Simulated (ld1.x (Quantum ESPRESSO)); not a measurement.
copper: one change to a TM potential, before and after

* Element: copper
* Generator: ld1.x (Quantum ESPRESSO) 7.5
* Type: norm-conserving Troullier–Martins (Kleinman–Bylander form)
* Functional: PBE
* Relativity: scalar-relativistic
* Frozen core: [Ar]
* Valence charge: 11
* Reference configuration: 3d10 4s1 4p0
* Partial waves: 4s (bound): rc 1.75 bohr; 4p (bound, empty): rc 2.60 bohr; 3d (bound): rc 1.30 bohr
* Local potential: all-electron potential smoothed inside 1.65 bohr (lloc = -1)
* Core correction: a·sin(br)/r model core inside 1.15 bohr

All-electron outer shells of the reference configuration (PBE, scalar-relativistic, ld1.x):

| shell | level (eV) | outermost node (bohr) | outermost maximum (bohr) |
| --- | --- | --- | --- |
| 3s | -114.70 | 0.29 | 0.61 |
| 3p | -72.14 | 0.26 | 0.62 |
| 3d | -5.04 | – | 0.60 |
| 4s | -4.61 | 0.89 | 2.27 |
| 4p | -0.70 | 0.97 | 3.65 |

Change: wave 3d (bound): rc 1.30 bohr becomes 3d (bound): rc 1.80 bohr.

Cutoffs: the cutoffs (Ry, on a coarse ladder) from which the occupation-weighted sum of valence levels, in a spherical-Bessel basis at the reference potential, stays within 10 and 1 mRy of its value at 400 Ry; they do not see the model core or the augmentation charge, which bear on the density cutoff. Errors are all-electron minus pseudo energies relative to the spin-unpolarised reference configuration.

Q: What does the change do?

A: The potential gets softer (160 Ry and 300 Ry → 100 Ry and 160 Ry); the number of tests that count goes from 6 to 7; of the 6 tests that both files solve, the error grows in 0 and shrinks in 6 by more than 15 % and 0.3 meV (median size 35.4 → 18.6 meV); neither file shows a bound ghost at the reference potential, the only one tested. A larger radius leaves more room for a smooth pseudo-wave, so fewer plane waves are needed. That the errors move this way runs against the usual rule that smaller radii transfer better.

```tsv
quantity	base	changed
cutoff, loose	160 Ry	100 Ry
cutoff, tight	300 Ry	160 Ry
loose cutoff by channel (10 mRy a level)	s 8 Ry, d 140 Ry	s 8 Ry, d 80 Ry
bound ghosts	none	none
tests counted (converged, no solver errors)	6 of 7	7 of 7
error for 3d10 4s0 4p0, meV [ΔE 8.15 eV]	-15	-6.1
error for 3d8 4s0 4p0, meV [ΔE 68.50 eV]	-566	-414
error for 3d9 4s1 4p0, meV [ΔE 11.58 eV]	-56	-31
error for 3d10 4s0.5 4p0, meV [ΔE 3.16 eV]	-3.1	-1.3
error for 3d7 4s0 4p0, meV [ΔE 128.21 eV]	-1881	-921
error for 3d10 4s0 4p1, meV [ΔE 4.14 eV]	-4.3	-1.3
s: phases at 2.86 bohr within 0.05 rad from the reference energy up to (Ry; the scan ends near 5)	1.1	1.1
p: phases at 2.86 bohr within 0.05 rad from the reference energy up to (Ry; the scan ends near 5)	2.2	2.2
d: phases at 2.86 bohr within 0.05 rad from the reference energy up to (Ry; the scan ends near 5)	1.1	1.0
```

Base: Tests not counted: 3d9 4s0 4p0 (solver errors, printed error -69 meV). These tests converged, but a pseudo level misses the all-electron one widely, so the file describes the atom poorly there or has found another state: 3d7 4s0 4p0: empty 4s by 6.2 eV (a node warning on the way). Changed file: These tests converged, but a pseudo level misses the all-electron one widely, so the file describes the atom poorly there or has found another state: 3d7 4s0 4p0: empty 4s by 5.8 eV (a node warning on the way).
